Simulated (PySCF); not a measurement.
Run record: geometry optimisation, `C#CC=C=C(F)C#C`.

Computed with PBE0-D3(BJ)/def2-SVP geometry optimisation, gas phase (PySCF 2.14.0). Start geometry: GFN2-xTB. A driver script takes a list of jobs; this job's settings line and coordinates (Å) are shown.

Input:
```
{"job": {"xc": "PBE0", "basis": "def2-SVP", "d3": "d3bj", "grid": 2, "kind": "geom"}, "charge": 0, "multiplicity": 1}
C      2.815741     1.307491    -0.995952
C      2.154660     0.560114    -0.328700
C      1.396564    -0.326472     0.468221
C      0.165181    -0.657476     0.194739
C     -1.073529    -0.973192    -0.072943
F     -1.370070    -2.053770    -0.848686
C     -2.191973    -0.255054     0.411588
C     -3.169433     0.322449     0.801295
H      3.390321     1.961752    -1.581120
H      1.898620    -0.725638     1.343904
H     -4.010658     0.842466     1.151552
```

Output:
```
step   0  E = -367.47667361  max force = 0.017367
step   1  E = -367.47883330  max force = 0.006713
step   2  E = -367.47924251  max force = 0.005046
step   3  E = -367.47942797  max force = 0.001290
step   4  E = -367.47944991  max force = 0.000940
step   5  E = -367.47946864  max force = 0.000556
step   6  E = -367.47947426  max force = 0.000202
optimisation converged
```

Energies in Eh; «max force» is the largest Cartesian gradient component in Eh/bohr.

Q: Give the first gradient maximum in eV/Å.

A: With 1 Eh/bohr = 51.422 eV/Å, 0.893 eV/Å.

Main results: final energy -367.47947 Eh after 6 steps; dipole 1.76 D.

Q: Give the final coordinates.

A: 0.048 Å rms from the input after alignment:
```
atom  x, y, z in Å
C1     2.8163    1.3190   -1.1333
C2     2.1483    0.6065   -0.4142
C3     1.3957   -0.2323    0.4563
C4     0.1714   -0.6531    0.2169
C5    -1.0658   -1.0511    0.0120
F6    -1.3279   -2.1976   -0.6296
C7    -2.2082   -0.3193    0.4438
C8    -3.1786    0.3062    0.8143
H9     3.4009    1.9472   -1.7803
H10    1.8884   -0.5425    1.3904
H11   -4.0374    0.8644    1.1400
```

Hardware: one thread of an Arm Neoverse V2, shared host. Cost: 38 s, 0.61 GiB resident at most.
Labels such as C1 count atoms from 1, the log's own numbers from 0.
